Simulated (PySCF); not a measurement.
**Two-component Hartree-Fock for I⁴⁷⁺ (iodine, charge +47)**

Start: [He] 2s2 2p2; 2p1/2 filled at m_j = -1/2, +1/2. Calculated with PySCF 2.14 in an even-tempered Gaussian basis (17 s from 26 bohr⁻², ratio 2.4; 12 p from 34 bohr⁻², ratio 2.4; 5 d from 110 bohr⁻², ratio 2.6; 4 f from 170 bohr⁻², ratio 2.6): generalised Hartree-Fock with the X2C-1e Hamiltonian and a Gaussian nucleus; one run each with spin-orbit coupling (SO) switched off, then screened by Boettger's factors.

```tsv
spinor shell	electrons	ε, spin-free (eV)	ε, screened SO (eV)	weight of nominal j (screened SO)	rms radius, screened SO (bohr)
1s1/2	2	-37519.6	-37498.2	1.000	0.0310
2s1/2	2	-8779.9	-8773.4	1.000	0.121
2p1/2	2	-8411.0	-8610.9	1.000	0.103
```

```tsv
quantity	spin-free	screened SO
E (hartree)	-4197.91137	-4213.79538
M_J	0	0
⟨J²⟩	2.000	0.000
⟨L²⟩	2.000	1.333
⟨S²⟩	2.000	1.333
```

Breit and QED terms are absent; they matter most for the inner s and p1/2 levels.

Densities and radii are taken from the X2C orbitals without a picture-change correction, which distorts them close to the nucleus.

Without spin-orbit coupling the j labels of p, d and f shells carry no meaning; the spin-free column gives the mean over the occupied spinors of each nl shell.
